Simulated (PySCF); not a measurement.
Al: excitation energy

Al [Ne] 3s2 3p1 (2P) → Al [Ne] 3s1 3p2, s spin flipped, as a difference of total energies. Calculation: PySCF 2.14, in x2c-TZVPPall; the spin-free X2C one-electron Hamiltonian (Gaussian nucleus). Correlated levels: valence and next inner shell: 1s2 frozen. The calculations carry no spin-orbit coupling.

```csv
method,excitation energy (eV)
UHF,5.955
MP2 (valence and next inner shell),5.602
SCS-MP2 (valence and next inner shell),5.584
```

**Question.** How much does correlation contribute at MP2 (valence and next inner shell)?

**Answer.** 5.602 − (5.955) = -0.353 eV, measured against UHF.

The upper determinant mixes two multiplicities, so it lies between the two terms.

The coupled-cluster amplitudes are large for the upper state (T1 above 0.03 or a double amplitude above 0.15), so a single reference is strained.
